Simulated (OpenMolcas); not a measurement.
## Levels of Si³⁺ by method

| Item | Value |
| --- | --- |
| Program | OpenMolcas |
| Basis | ANO-RCC-VDZP [4s3p1d] |
| Scalar Hamiltonian | DKH4, point nucleus |
| Active space | 1 electron in 9 orbitals (RAS2 3s 3p; RAS3 3d, at most 1 electron) |
| State averaging | 2S+1 = 2 even, 1 root; 2S+1 = 2 odd, 3 roots |
| Spin-orbit coupling | RASSI with atomic mean-field integrals over the reference wave functions, term energies averaged over their components |

Methods on the same reference wave functions:
A. RASSCF
B. SS-RASPT2, IPEA 0.25 Eh, imaginary shift 0.1 Eh (closed shells correlated: 2s 2p)

Energies in cm-1 above 3s 2S 1/2, the measured ground level; measured values from NIST levels in Kelleher and Podobedova, J. Phys. Chem. Ref. Data 37, 1285 (2008).

| Level | A | B | Measured |
| --- | --- | --- | --- |
| 3s 2S 1/2 | 0.0 | 0.0 | 0.0 |
| 3p 2P* 1/2 | 70124 | 70234 | 71288 |
| 3p 2P* 3/2 | 70467 | 70577 | 71749 |

Deviations, from unrounded energies. A percentage is the sum of absolute deviations over the sum of measured energies, with the sign that they share, or ± where signs differ.

```
           Against measurement  Levels     A     B
mean absolute deviation (cm-1)       2  1200  1100
      other configurations (%)       2  -1.7  -1.6
```

B lies closest to measurement on these levels. The largest miss of B in the table is 3p 2P* 3/2, by -1200 cm-1. The ranking rests on the paired levels alone, and a cruder setting can come out closer through cancelling errors.

The lowest spin-free term lies below A's lowest term by 0.005 hartree in B.

With one active electron outside closed inactive shells, the extra shells (3d) add no correlation to the reference. The basis is small and was not contracted for so high a charge. With one active electron the reference holds no correlation, so core polarisation is missing (holds for A). With one active electron, CASPT2 adds the correlation within the correlated inactive shells and between them and that electron, and leaves the splitting within a term as the reference gives it (holds for B). Measured partners are found by configuration, term and J. A level has none where our copy of the source lacks it or the pairing is in doubt (some pairs that miss far off the trend of their configuration count as doubtful), and it then counts in no deviation. Levels of configurations outside the active space are missing.

* marks odd parity.
